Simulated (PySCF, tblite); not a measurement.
Isomers of C9H14Si. Computed values, GFN2-xTB/tblite, gas phase, harmonic and unscaled. Errors from tens to a few hundred cm⁻¹ against measured bands are possible. Modes of hydrogen on silicon can be 10 to 20 % off. One conformer each.

Electronic energies: PBE0/pcSseg-1 single points on the GFN2-xTB geometries (PySCF, gas phase).

```csv
SMILES,"electronic energy, lowest = 0 (kcal/mol)"
C=C(C)[C@@H]1C[SiH2][C@H]1C#CC,93.3
CCC1=C[SiH2]C=C1C1CC1,63.4
C[Si](C)(C)c1ccccc1,0.0
C=C(C)C1=C[SiH2][C@H]2C[C@@H]1C2,64.7
```

How do GFN2-xTB zero-point energies change the relative energies?

```csv
SMILES,ZPE (kcal/mol),of it from modes above 1550 cm⁻¹,electronic (kcal/mol),"with ZPE, lowest = 0 (kcal/mol)",lowest mode (cm⁻¹),rings
C[Si](C)(C)c1ccccc1,124.7,65.7,0.0,0.0,18,1
CCC1=C[SiH2]C=C1C1CC1,123.6,63.3,63.4,62.3,50,2
C=C(C)C1=C[SiH2][C@H]2C[C@@H]1C2,124.3,62.9,64.7,64.3,49,3
C=C(C)[C@@H]1C[SiH2][C@H]1C#CC,121.5,64.1,93.3,90.1,15,1
```

The zero-point energies span 3.2 kcal/mol, from `C=C(C)[C@@H]1C[SiH2][C@H]1C#CC` to `C[Si](C)(C)c1ccccc1`. The order is unchanged.

And how do the electronic energies of GFN2-xTB itself compare?

`C[Si](C)(C)c1ccccc1` 0.0; `CCC1=C[SiH2]C=C1C1CC1` 22.0; `C=C(C)C1=C[SiH2][C@H]2C[C@@H]1C2` 14.7; `C=C(C)[C@@H]1C[SiH2][C@H]1C#CC` 41.9 kcal/mol, lowest = 0. Against the energies above, taken from the same isomer `C[Si](C)(C)c1ccccc1`, the largest difference is 51.4 kcal/mol.
